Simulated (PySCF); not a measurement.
H3BN, SMILES [BH]N, doublet (CAM-B3LYP/def2-SVP optimised geometry):

```
5

B     -0.619    -0.068     0.000
N      0.756    -0.068     0.000
H     -1.318     0.915     0.000
H      1.318     0.780     0.000
H      1.314    -0.915     0.000
```

Calculation: unrestricted CAM-B3LYP/def2-TZVP in PySCF 2.14.0.

Q: What are the frontier orbital energies (α orbitals alone; a β orbital can be the lowest empty one) and the dipole moment?

A: HOMO-2 -12.48 eV, HOMO-1 -10.37 eV, HOMO -6.72 eV, LUMO 1.15 eV, LUMO+1 1.63 eV; dipole moment 2.30 D.

On the same geometry unrestricted PBE/def2-TZVP (PySCF 2.14.0) gives HOMO-2 -9.34 eV, HOMO-1 -7.57 eV, HOMO -4.17 eV, LUMO -1.00 eV, LUMO+1 0.03 eV; dipole moment 2.40 D.

Meta-Löwdin charges at CAM-B3LYP/def2-TZVP: B1 -0.08, N2 -0.42, H3 0.01, H4 0.24, H5 0.25.
